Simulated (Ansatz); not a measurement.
Relaxation of CH₇FSi₃ (12 atoms, charge 0, multiplicity 1), to a largest force component of 0.02 eV/Å in at most 50 steps.

Level of theory: Ansatz, RKS LDA/def2-SVP.

```xyz
12
Properties=species:S:1:pos:R:3:forces:R:3
F -1.704 1.371 0.804 -3.14 0.73 0.41
Si -0.199 1.077 0.563 2.81 -1.18 0.98
Si 0.405 -0.850 1.716 1.29 0.66 -0.03
C 0.272 1.201 -1.157 -3.33 1.34 -0.84
Si -0.326 -0.362 -1.841 0.03 -0.93 -0.38
H 0.365 -0.576 3.193 -0.13 0.06 0.07
H 1.877 -1.189 1.409 -0.49 0.20 -0.03
H -0.400 -1.994 1.403 -0.79 -1.21 -0.07
H -0.281 2.063 -1.591 0.01 0.03 -0.04
H 1.259 1.388 -1.315 3.78 0.50 -0.55
H -1.776 -0.703 -1.688 -0.10 0.08 0.28
H 0.584 -1.480 -1.462 0.06 -0.29 0.20
```

Task: Where does it end, and by what steps?

Result: It converged. After 17 steps the energy has fallen by 1.209 eV; Si2 moved furthest, 0.85 Å.

| step | energy less start (eV) | largest force component (eV/Å) | accepted |
| --- | --- | --- | --- |
| 0 | 0.0000 | 3.775 | yes |
| 1 | -0.5557 | 1.621 | yes |
| 2 | -0.6758 | 0.267 | yes |
| 3 | -0.6966 | 0.568 | yes |
| 4 | -0.7211 | 0.379 | yes |
| 5 | -0.7490 | 0.391 | yes |
| 6 | -0.8492 | 1.038 | yes |
| 7 | -1.0311 | 1.291 | yes |
| 8 | -0.9995 | 1.573 | no |
| 9 | -1.1306 | 0.600 | yes |
| 10 | -1.1668 | 0.288 | yes |
| 11 | -1.1914 | 0.144 | yes |
| 12 | -1.1952 | 0.216 | yes |
| 13 | -1.2041 | 0.169 | yes |
| 14 | -1.2054 | 0.202 | yes |
| 15 | -1.2086 | 0.067 | yes |
| 16 | -1.2090 | 0.036 | yes |
| 17 | -1.2093 | 0.019 | yes |

```xyz
12
Properties=species:S:1:pos:R:3
F -1.846 1.276 0.730
Si -0.574 0.459 0.122
Si 0.413 -0.950 1.664
C 0.326 1.283 -1.219
Si -0.371 -0.266 -2.223
H 0.351 -0.354 3.046
H 1.847 -1.128 1.244
H -0.291 -2.279 1.670
H -0.104 2.251 -1.545
H 1.430 1.319 -1.157
H -1.519 -0.414 -0.998
H 0.414 -1.252 -1.301
```

Whether the end is a true minimum wasn't checked by a vibrational analysis.

Time of the run: 16 s on 2 threads of Intel(R) Xeon(R) 6975P-C (Granite Rapids), on a shared host, peak memory 0.18 GiB.
